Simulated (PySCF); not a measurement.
B(Br)(vinyl)(NH2) (C₂H₅BBrN), SMILES BrB(C=C)N. Atoms are numbered in the order given.

```xyz
10

B     -0.5233     0.2349    -0.3237
Br     0.9936     0.0427     0.8784
C     -0.5693    -0.6369    -1.6148
C     -1.7098    -1.0597    -2.1765
H      0.3772    -0.9649    -2.0607
H     -1.7245    -1.6979    -3.0662
H     -2.6897    -0.8028    -1.7570
N     -1.5193     1.1389     0.0282
H     -1.5053     1.6715     0.8876
H     -2.3063     1.3322    -0.5778
```
Charge 0, spin multiplicity 1.

Geometry optimised at PBE0-D3(BJ)/def2-SVP. The structure was generated by enumeration, and PubChem lists no compound with its InChIKey, so it may never have been made. One conformer was computed; it need not be the lowest.

Level of theory: PBE0/pcSseg-1 run with PySCF.

GIAO shieldings, no solvent; atoms listed in one row are averaged. δ = σ(ref) − σ: ¹¹B against BF3 (σ = 88.8 ppm); ¹³C against TMS (σ = 186.3 ppm); ¹H against TMS (σ = 31.56 ppm); ¹⁵N against NH3 (σ = 267.4 ppm), references at their B3LYP-D3(BJ)/def2-TZVP geometries, non-relativistic (without spin–orbit terms, shifts of atoms bonded to Cl or Br come out too high).

Computed chemical shifts:
```csv
nucleus,atoms,count,δ (ppm)
¹¹B,B1,1,27.4
¹³C,C3,1,149.0
¹³C,C4,1,139.5
¹H,H5,1,6.73
¹H,"H6, H7",2,6.27
¹H,H10,1,4.38
¹H,H9,1,4.13
¹⁵N,N8,1,107.2
```
